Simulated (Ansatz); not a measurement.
Cartesian coordinates (Å):
```xyz
4

N      1.6071    -0.1852     0.0908
C      0.4864     0.0758     0.1701
O     -0.7545     0.4404     0.2573
H     -1.3389    -0.3310     0.3056
```
Charge 0, multiplicity 1.

The numbers are results of frozen-core CCSD(T)/cc-pVQZ // B3LYP-D3(BJ)/def2-TZVP (Ansatz, a quantum-chemistry and plane-wave program), not measurements.

```yaml
HF energy: -167.80310 Ha
MP2 correlation energy: -0.61733 Ha
```

Question: Estimate the CCSD correlation energy, the (T) correction, the total energy and the T1 diagnostic.

Answer: 
```
Item                            Result
-----------------------  -------------
CCSD correlation energy    -0.61243 Ha
(T) correction             -0.02965 Ha
CCSD(T) total energy     -168.44517 Ha
T1 diagnostic                    0.014
```
